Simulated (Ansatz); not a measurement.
Basis sets compared for GaMe2(hfac) (C7H7F6GaO2). Total charge 0; singlet. Geometry PBE-D4/def2-SVP. Ansatz on 2 threads of AMD EPYC 7R13 on a shared host and a share (18 GiB) of an NVIDIA H100 80GB HBM3; times are rough, and most runs start from earlier orbitals.

```xyz
23

Ga    0.067   -0.808   -1.482
C    -1.434   -2.067   -1.646
H    -2.061   -2.038   -0.733
H    -1.065   -3.103   -1.785
H    -2.070   -1.809   -2.516
C     1.601   -0.274   -2.587
H     2.092    0.622   -2.156
H     1.286   -0.037   -3.623
H     2.347   -1.093   -2.632
O     0.830   -1.136    0.361
C     0.649   -0.404    1.384
C     1.338   -0.950    2.654
F     2.663   -1.064    2.444
F     0.848   -2.170    2.948
F     1.148   -0.151    3.725
C    -0.077    0.799    1.468
C    -0.719    1.368    0.353
C    -1.464    2.710    0.525
F    -2.737    2.588    0.106
F    -0.861    3.661   -0.217
F    -1.479    3.126    1.810
O    -0.765    0.917   -0.835
H    -0.136    1.314    2.432
```

The 6-31G sets use Cartesian d functions. Single mean-field runs in def2-TZVP are fitted with def2-universal-jkfit.

Binding counts from free atoms (Ga doublet, C triplet, H doublet, O triplet, F doublet) in the same basis, without a counterpoise term.

```csv
level,functions,energy (Eh),HOMO (eV),LUMO (eV),binding per atom (eV),wall time
HF/STO-3G,100,-2902.7929,-6.76,4.12,–,4 s
HF/6-31G,178,-2938.1524,-10.55,-0.03,2.72,4.5 s
PBE-D4/def2-SVP,277,-2943.0729,-6.41,-3.69,4.72,4.2 s
PBE0-D4/def2-SVP,277,-2943.1185,-7.66,-3.03,4.55,7 s
```

(1) Estimate the rows for PBE-D4/def2-TZVP, PBE0-D4/def2-TZVP (with forces).

## Answers

(1) 
```tsv
level	functions	energy (Eh)	HOMO (eV)	LUMO (eV)	binding per atom (eV)	wall time
PBE-D4/def2-TZVP	555	-2944.5146	-6.53	-3.90	4.61	4.6 s
PBE0-D4/def2-TZVP (with forces)	555	-2944.5550	-7.70	-3.14	4.45	9.5 s
```
